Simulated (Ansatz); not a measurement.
`C[AsH]N[SiH3]` → `[CH2]` (triplet) + `[SiH3]N[AsH2]` at 298.15 K and 1 bar (formal loss of a carbene).

Computed with Ansatz on PBE0-D4/def2-TZVP structures; ΔE is electronic, products minus reactants. CCSD(T)/CBS adds triple-zeta CCSD(T) − MP2 to the extrapolated MP2 energy (def2 sets, frozen cores). This one scheme is used for every species. Triplets are unrestricted, without spin–orbit coupling. For As outer-core shells are correlated without core-valence functions, which leaves a few kJ/mol of doubt a bond. Scalar relativity is left out up to krypton. Each species was taken in one conformer, which may not be the lowest.

```tsv
species	CCSD(T)/CBS energy (Eh)	H − E (kJ/mol)	S (J/(mol·K))
`C[AsH]N[SiH3]`	-2621.67089	249.2	362.3
`[CH2]` (triplet)	-39.09499	55.4	195.3
`[SiH3]N[AsH2]`	-2582.40077	167.6	331.6
```

H − E and S are ideal-gas, rigid-rotor, harmonic terms from PBE0-D4/def2-TZVP, for one conformer and one mirror image of each species, with the whole ground term of open shells counted as degenerate. 1 Eh = 2625.50 kJ/mol, R = 8.31446 J/(mol·K).

Question: By hand: ΔE, ΔH, ΔS and ΔG.

Answer: ΔE = (-39.09499) + (-2582.40077) − (-2621.67089) = 0.17513 Eh = 459.8 kJ/mol. Δ(H − E) = 55.4 + 167.6 − 249.2 = -26.2, so ΔH = 433.6 kJ/mol. ΔS = 195.3 + 331.6 − 362.3 = 164.6 J/(mol·K). ΔG = 433.6 − 298.15 × (164.6)/1000 = 384.5 kJ/mol.

Question: By hand: the equilibrium constant, and the temperature at which ΔG would vanish if ΔH and ΔS stayed fixed.

Answer: log₁₀ K = −ΔG/(RT ln 10) = -67.4. ΔG = 0 at ΔH/ΔS = 2634 K, far beyond where these terms or the molecules hold.

The number of gas molecules changes by +1, which sets the sign of ΔS. A doubt of 5 kJ/mol in ΔE shifts log₁₀ K by 0.9 here. Other conformers and mirror images would add mixing entropy, several J/(mol·K) or more a flexible species. A triplet takes part, so the spin changes. These are equilibria of isolated gas molecules and say nothing of rates. Largest T1 diagnostic: 0.011 (customary marks: 0.02 for closed shells, 0.045 for open ones).
